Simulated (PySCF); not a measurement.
# Excitation energy of I by level of theory

I [Kr] 4d10 5s2 5p5 (2P) → I [Kr] 4d10 5s1 5p5 5d1 (high-spin determinant), as a difference of total energies. Computed with PySCF 2.14 in aug-cc-pwCVTZ-PP with ECP28MDF (8s7p6d4f1g, 96 functions), with scalar relativity through the core potential. Correlated levels: valence: 4s2 4p6 4d10 frozen; valence and next inner shell: nothing frozen outside the core potential. The calculations carry no spin-orbit coupling.

```tsv
method	excitation energy (cm⁻¹)
UHF	161680
LDA	158640
PBE	155580
PBE0	158600
B2PLYP	158470
HSE06	158660
TPSS	156490
MP2 (valence)	156230
SCS-MP2 (valence)	155610
MP2 (valence and next inner shell)	157470
SCS-MP2 (valence and next inner shell)	156350
```

**Question.** Estimate what CAM-B3LYP gives.

**Answer.** 162320 cm⁻¹, closest to UHF among the rows shown.

**Question.** Estimate what r2SCAN gives.

**Answer.** 158320 cm⁻¹, closest to B2PLYP among the rows shown.

The upper state lies above the first ionisation limit, where it may autoionise and the basis confines it.

The promoted electron is Rydberg-like, and one or two diffuse shells describe it only roughly, which tends to raise the upper state.

In the upper state the promoted electron has a positive orbital energy at LDA, PBE, r2SCAN, TPSS, so the basis confines it.

The determinant of the upper state mixes LS terms, which raises its energy above the lowest term, most at the Hartree-Fock and MP2 levels.
